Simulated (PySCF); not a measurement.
## Electron correlation in Al⁺ (aluminium, charge +1)

[Ne] 3s2, closed-shell 1S. All numbers are calculated (PySCF 2.14, no relativity, point nucleus, in 6-31G* (4s3p1d, 18 functions)). Frozen: [Ne]; 2 electrons correlated.

Total MP2 correlation energy: -25.75 mhartree.

Same-spin part 0.00 and opposite-spin part -25.75 mhartree; SCS-MP2 scales them by 1/3 and 6/5 to -30.91 mhartree.

With two correlated electrons CCSD is exact within the correlated space (frozen core and kept virtual orbitals).

```
level  correlation energy (mhartree)
 CCSD                         -38.93
```

Diagnostics: T1 = 0.0085, D1 = 0.0121, largest double amplitude 0.115.

Cost of the coupled-cluster step: 0.03 s of wall time on 1 thread of Neoverse-V2 (shared host), for 2 correlated electrons.

Iterations:

```
CC2 = 0
CCSD nocc = 1, nmo = 13
frozen orbitals [0, 1, 2, 3, 4]
max_cycle = 100
direct = 0
conv_tol = 1e-08
conv_tol_normt = 1e-06
diis_space = 8
diis_start_cycle = 0
Init t2, MP2 energy = -241.677802491575  E_corr(MP2) -0.0257543242652595
Init E_corr(CCSD) = -0.0257543242652595
cycle = 1  E_corr(CCSD) = -0.0335938243127156  dE = -0.00783950005  norm(t1,t2) = 0.0517354
cycle = 2  E_corr(CCSD) = -0.0365100761908853  dE = -0.00291625188  norm(t1,t2) = 0.0233133
cycle = 3  E_corr(CCSD) = -0.0389199064271821  dE = -0.00240983024  norm(t1,t2) = 0.0111633
cycle = 4  E_corr(CCSD) = -0.0389180526892261  dE = 1.85373796e-06  norm(t1,t2) = 0.000496231
cycle = 5  E_corr(CCSD) = -0.0389274104829352  dE = -9.35779371e-06  norm(t1,t2) = 4.57827e-05
cycle = 6  E_corr(CCSD) = -0.0389252435482987  dE = 2.16693464e-06  norm(t1,t2) = 7.57764e-06
cycle = 7  E_corr(CCSD) = -0.0389258005054789  dE = -5.5695718e-07  norm(t1,t2) = 2.41427e-06
cycle = 8  E_corr(CCSD) = -0.0389258017111776  dE = -1.20569875e-09  norm(t1,t2) = 3.96857e-08
CCSD converged
E(CCSD) = -241.6909739690212  E_corr = -0.03892580171117762
```
